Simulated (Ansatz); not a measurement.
Born–Oppenheimer molecular dynamics of BF2HO (5 atoms, charge 0, multiplicity 1). It goes on from the last frame of an earlier run, with new velocities.

These are results of Ansatz, RKS B3LYP/def2-SVP, not measurements.

| Quantity | Value |
| --- | --- |
| ensemble | NVE (velocity Verlet) |
| time step | 1 fs |
| steps asked | 100 |
| starting velocities drawn for | 2000 K |
| masses | H 3.016 u |
| seed | 240504 |

First frame:

```xyz
5
Properties=species:S:1:pos:R:3
B 0.011 -0.051 0.136
O -0.125 -0.529 1.404
H -1.062 -0.458 1.694
F 1.179 -0.059 -0.466
F -0.961 0.226 -0.644
```

(1) How far do the bonds stretch over the last three quarters of this one trajectory? (Pairs bonded in most of those frames.)

Results:

(1) 
| bond | mean (Å) | spread (Å) | shortest | longest |
| --- | --- | --- | --- | --- |
| B1–O2 | 1.360 | 0.044 | 1.28 | 1.45 |
| B1–F4 | 1.327 | 0.037 | 1.25 | 1.40 |
| B1–F5 | 1.344 | 0.064 | 1.22 | 1.45 |
| O2–H3 | 0.972 | 0.025 | 0.92 | 1.01 |

Mean temperature of the second half: 1249 K. The conserved energy stayed within 1.6 meV per atom of its start (net change 0.8 meV per atom), so the integration is sound. A run of 0.1 ps of so small a system gives no equilibrium averages.

The run took 65 s on 1 thread of Intel(R) Xeon(R) 6975P-C (Granite Rapids), on a shared host, peak memory 0.12 GiB.
